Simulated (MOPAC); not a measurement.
A run for MOPAC: PM3 on CH4STe (SMILES CS[TeH]), a point of a torsion scan.

```
PM3 1SCF PRECISE CHARGE=0 THREADS=1
CH4STe

C     -1.08700000 1    -0.11923976 1     0.07035697 1
S      0.12642855 1     0.59553970 1    -1.08509579 1
Te    -1.00104508 1     2.50051613 1    -1.96799856 1
H     -1.82008986 1    -0.69767349 1    -0.48291654 1
H     -1.56384154 1     0.66536593 1     0.64722375 1
H     -0.52653900 1    -0.77453006 1     0.72960281 1
H     -1.75269763 1     1.64933571 1    -3.16829018 1
```

Output:

```
*******************************************************************************
 **                                                                           **
 **                              MOPAC v23.2.5                                **
 **                                                                           **
 *******************************************************************************
 ** MOPAC's Digital Object Identifier: https://doi.org/10.5281/zenodo.6511958 **
 **                                                                           **
 ** Please cite the open-source release paper for use of this MOPAC version:  **
 ** J. E. Moussa and J. J. P. Stewart (2026)                                  **
 ** MOPAC: An open-source semiempirical molecular orbital program             **
 ** J. Open Source Softw., 11(119), 8025, https://doi.org/10.21105/joss.08025 **
 *******************************************************************************

                              PM3 CALCULATION RESULTS

 *******************************************************************************
 *  PM3        - The PM3 Hamiltonian to be used
 *
 *
 *
 *                 CHARGE ON SYSTEM = 0
 *
 *
 *
 *  PRECISE    - TIGHTER CRITERIA TO BE USED
 *  1SCF       - DO 1 SCF AND THEN STOP
 *  THREADS=1  - MULTI-THREADING NOT USED
 *  T=         - A TIME OF 172800.0 SECONDS REQUESTED
 *  DUMP=N     - RESTART FILE WRITTEN EVERY 7200.0 SECONDS REQUESTED
 *******************************************************************************
PM3 1SCF PRECISE CHARGE=0 THREADS=1
 CH4STe

   ATOM   CHEMICAL          X               Y               Z
  NUMBER   SYMBOL      (ANGSTROMS)     (ANGSTROMS)     (ANGSTROMS)

     1       C         -1.08700000  *  -0.11923976  *   0.07035697  *
     2       S          0.12642855  *   0.59553970  *  -1.08509579  *
     3      Te         -1.00104508  *   2.50051613  *  -1.96799856  *
     4       H         -1.82008986  *  -0.69767349  *  -0.48291654  *
     5       H         -1.56384154  *   0.66536593  *   0.64722375  *
     6       H         -0.52653900  *  -0.77453006  *   0.72960281  *
     7       H         -1.75269763  *   1.64933571  *  -3.16829018  *



          CARTESIAN COORDINATES

    NO.       ATOM           X           Y           Z

     1         C         -1.0870     -0.1192      0.0704
     2         S          0.1264      0.5955     -1.0851
     3        Te         -1.0010      2.5005     -1.9680
     4         H         -1.8201     -0.6977     -0.4829
     5         H         -1.5638      0.6654      0.6472
     6         H         -0.5265     -0.7745      0.7296
     7         H         -1.7527      1.6493     -3.1683

  H: (PM3): J. J. P. STEWART, J. COMP. CHEM. 10, 209 (1989).
  C: (PM3): J. J. P. STEWART, J. COMP. CHEM. 10, 209 (1989).
  S: (PM3): J. J. P. STEWART, J. COMP. CHEM. 10, 209 (1989).
 Te: (PM3): J. J. P. STEWART, J. COMP. CHEM. 12, 320-341 (1991).

           Empirical Formula: C H4 S Te  =     7 atoms



      MOLECULAR POINT GROUP   :   C1


      RHF CALCULATION, NO. OF DOUBLY OCCUPIED LEVELS = 10


 -------------------------------------------------------------------------------
 PM3 1SCF PRECISE CHARGE=0 THREADS=1
 CH4STe



     1SCF WAS SPECIFIED, SO BFGS WAS NOT USED
     SCF FIELD WAS ACHIEVED


                              PM3 CALCULATION
                                                       MOPAC v23.2.5 Linux




          FINAL HEAT OF FORMATION =         23.83069 KCAL/MOL =      99.70761 KJ/MOL


          COSMO AREA              =        120.48 SQUARE ANGSTROMS
          COSMO VOLUME            =        111.45 CUBIC ANGSTROMS

          IONIZATION POTENTIAL    =          9.012650 EV
          HOMO LUMO ENERGIES (EV) =         -9.013 -2.687
          NO. OF FILLED LEVELS    =         10
          MOLECULAR WEIGHT        =        175.7026         POINT GROUP:  C1

          MOLECULAR DIMENSIONS (Angstroms)

            Atom       Atom       Distance
            H     7    H     6     4.75102
           Te     3    H     4     2.47833
            H     5    S     2     2.17157


          SCF CALCULATIONS        =          1





   ATOM   CHEMICAL          X               Y               Z
  NUMBER   SYMBOL      (ANGSTROMS)     (ANGSTROMS)     (ANGSTROMS)

     1       C         -1.08700000  *  -0.11923976  *   0.07035697  *
     2       S          0.12642855  *   0.59553970  *  -1.08509579  *
     3      Te         -1.00104508  *   2.50051613  *  -1.96799856  *
     4       H         -1.82008986  *  -0.69767349  *  -0.48291654  *
     5       H         -1.56384154  *   0.66536593  *   0.64722375  *
     6       H         -0.52653900  *  -0.77453006  *   0.72960281  *
     7       H         -1.75269763  *   1.64933571  *  -3.16829018  *

                             CARTESIAN COORDINATES

   1    C       -1.087000000    -0.119239760     0.070356970
   2    S        0.126428550     0.595539700    -1.085095790
   3   Te       -1.001045080     2.500516130    -1.967998560
   4    H       -1.820089860    -0.697673490    -0.482916540
   5    H       -1.563841540     0.665365930     0.647223750
   6    H       -0.526539000    -0.774530060     0.729602810
   7    H       -1.752697630     1.649335710    -3.168290180


           Empirical Formula: C H4 S Te  =     7 atoms



      MOLECULAR POINT GROUP   :   C1


                  EIGENVALUES
 -32.26870 -22.78610 -15.57776 -15.41486 -14.19939 -13.81769 -11.33917 -10.59557
  -9.72059  -9.01265  -2.68728  -0.85407   0.45533   3.55644   3.70788   3.72383


              NET ATOMIC CHARGES AND DIPOLE CONTRIBUTIONS

  ATOM NO.   TYPE          CHARGE      No. of ELECS.   s-Pop       p-Pop
    1          C          -0.180642        4.1806     1.14919     3.03145
    2          S          -0.181378        6.1814     1.93068     4.25070
    3         Te           0.216546        5.7835     1.95677     3.82669
    4          H           0.073063        0.9269     0.92694
    5          H           0.070862        0.9291     0.92914
    6          H           0.087664        0.9123     0.91234
    7          H          -0.086115        1.0861     1.08612
 DIPOLE           X         Y         Z       TOTAL
 POINT-CHG.    -0.876     1.159     0.506     1.538
 HYBRID        -1.229    -0.162     0.264     1.268
 SUM           -2.105     0.997     0.769     2.453


          ATOMIC ORBITAL ELECTRON POPULATIONS

     Atom    s        px        py        pz
    1  C   1.14919   0.99843   1.03392   0.99910
    2  S   1.93068   1.25913   1.45987   1.53170
    3 Te   1.95677   1.60412   0.88344   1.33912
    4  H   0.92694
    5  H   0.92914
    6  H   0.91234
    7  H   1.08612

 **********************
 *                    *
 * JOB ENDED NORMALLY *
 *                    *
 **********************




 == MOPAC DONE ==
```

The run finished.

Cost: about 0.020 core-seconds (a rough figure).
